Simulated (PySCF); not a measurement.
bromoethene (C2H3Br), SMILES C(Br)=C.

Geometry: PBE0-D3(BJ)/def2-TZVP.

These are M06-2X/def2-TZVPD in PySCF values and carry that method's errors.

Gas-phase values at a fixed geometry.

Estimate the frontier levels, gap, dipole moment and polarisability. (An estimate is asked for; the answer gives what the named calculation found.)


```yaml
highest_occupied_level: -8.62 eV
lowest_empty_level: 0.43 eV
orbital_gap: 9.05 eV
dipole_moment: 1.50 D
quadrupole, principal values (traceless, Buckingham form, about the centre of nuclear charge): -4.90, 0.91, 3.99 D·Å
mean_static_polarisability: 47.9 bohr³ (7.09 Å³)
polarisability_principal_values: 35.9, 42.5, 65.2 bohr³
```
